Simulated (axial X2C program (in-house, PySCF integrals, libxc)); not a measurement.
# TaS: from the spin-free to the two-component result

Calculated with an axial X2C code built on PySCF integrals. Spin-free means the one-electron spin-free X2C Hamiltonian; two-component (2c) means X2C with spin–orbit coupling and atomic mean-field two-electron Coulomb and Gaunt terms, so the difference of the two also holds small scalar two-electron terms. Basis: Ta dyall-cv3z [13s14p9d7f4g], S dyall-av3z [9s8p3d2f] (cores contracted in-house); Gaussian nuclei, density fitting, unrestricted open shells. Masses: Ta 180.948 u, S 31.972 u.

Spin-free state: M_S = 3/2, Λ = 0 (beyond evenly filled blocks: σα, δ+α, δ-α); fragments Ta + S.

```tsv
level	Re (Å)	ωe (cm⁻¹)	De (eV)	μ (D)
PBE0	2.127	542.5	5.733	-4.76
PBE50	2.117	559.2	5.347	-5.41
```

Dipoles are positive if S is the positive end.

Two-component determinant lowest at the distance of the search:

Ω = 3/2 (⟨Sz⟩ = -0.48, ⟨Lz⟩ = 1.98 at PBE0); fragments Ta + S.

| level | Re (Å) | ωe (cm⁻¹) | μ (D) |
| --- | --- | --- | --- |
| PBE0 | 2.099 | 570.4 | -3.02 |
| PBE50 | 2.088 | 585.7 | -3.33 |

**Question.** From the two tables, how do the constants change at the PBE0 level (2c against spin-free)?

**Answer.** At the PBE0 level Re falls by 0.028 Å and ωe goes up by 27.9 cm⁻¹. The two determinants differ in configuration, so these shifts compare two states and are not the spin–orbit effect on one state.

The state is one determinant whose occupation by symmetry is held fixed; it was picked as the lowest of a PBE0 search that is not exhaustive. Dissociation energies refer to the lowest single-determinant-based atoms at the same level and basis. De is not given where an atomic determinant may have missed its ground term or J level, or where the truncated virtual space spoils (T). Density functionals use the spin component along the axis (collinear). PBE0 can misorder states that lie within some tenths of an eV, so this need not be the ground state of the molecule. The nearest other spin-free determinant of the search, M_S = 1/2, Λ = 2, lies 0.18 eV up at the distance of the search. The functionals have no current-density term, which raises determinants with orbital currents, atoms included. The determinant is spin-polarised beyond a pure state at some levels (its spin-free form has ⟨S²⟩ too high), which makes Re and μ there less reliable.
